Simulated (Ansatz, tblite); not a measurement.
Removing and adding an electron: `C1=Cc2cc3cc4cccc4ccc3c2=C1`. The state is a singlet with charge 0. Geometry: PBE-D4/def2-SVP. Ansatz, gas phase; energy differences of separate SCF runs; the oxidised species was run as a doublet alone; the reduced species was run as a doublet alone.

Cartesian coordinates in Å:
```
C -2.8686 -1.6691 3.0793
C -1.6256 -1.3746 3.6275
C -0.8113 -0.8541 2.5482
C 0.4422 -0.3594 2.2376
C 0.4969 -0.0185 0.8195
C 1.6276 0.5059 0.1961
C 1.7960 0.8702 -1.1552
C 2.9737 1.3986 -1.7245
C 2.7524 1.6390 -3.1122
C 1.4426 1.2694 -3.4353
C 0.7993 0.7814 -2.2496
C -0.5152 0.3220 -2.1868
C -1.2423 -0.1756 -1.0804
C -0.8157 -0.3306 0.2380
C -1.6159 -0.8507 1.3345
C -2.8725 -1.3488 1.6548
H -3.7283 -2.0829 3.6241
H -1.3237 -1.5102 4.6737
H 1.2955 -0.2252 2.9195
H 2.5090 0.6576 0.8440
H 3.9063 1.5898 -1.1761
H 3.4944 2.0492 -3.8108
H 0.9660 1.3328 -4.4226
H -1.0692 0.3515 -3.1414
H -2.2814 -0.4807 -1.2860
H -3.7323 -1.4870 0.9842
```

The xTB rows come from tblite.

```json
{"level": "GFN1-xTB", "−HOMO (eV)": "10.63", "vertical IE (eV)": "12.80", "−LUMO (eV)": "9.60", "vertical EA (eV)": "7.45", "HOMO–LUMO gap (eV)": "1.03", "IE − EA (eV)": "5.35", "remarks": "–"}
{"level": "GFN2-xTB", "−HOMO (eV)": "9.66", "vertical IE (eV)": "11.89", "−LUMO (eV)": "8.66", "vertical EA (eV)": "6.47", "HOMO–LUMO gap (eV)": "1.00", "IE − EA (eV)": "5.42", "remarks": "–"}
{"level": "PBE-D4/def2-SVP", "−HOMO (eV)": "4.79", "vertical IE (eV)": "6.89", "−LUMO (eV)": "3.66", "vertical EA (eV)": "1.70", "HOMO–LUMO gap (eV)": "1.12", "IE − EA (eV)": "5.19", "remarks": "HOMO above zero (-1 doublet), restricted SCF unstable in HF (singlet)"}
{"level": "PBE0-D4/def2-SVP", "−HOMO (eV)": "5.55", "vertical IE (eV)": "6.91", "−LUMO (eV)": "3.13", "vertical EA (eV)": "1.84", "HOMO–LUMO gap (eV)": "2.42", "IE − EA (eV)": "5.07", "remarks": "restricted SCF unstable in HF (singlet), spin-contaminated (⟨S²⟩ 0.93) (+1 doublet)"}
```

   A HOMO above zero means that the electron is unbound at that level or that self-interaction error raises the level; the energy of removing that electron tells which. Raw xTB energy differences between charge states are shifted by several eV; the methods need an empirical correction for them. Sets without diffuse functions give affinities that are too small.
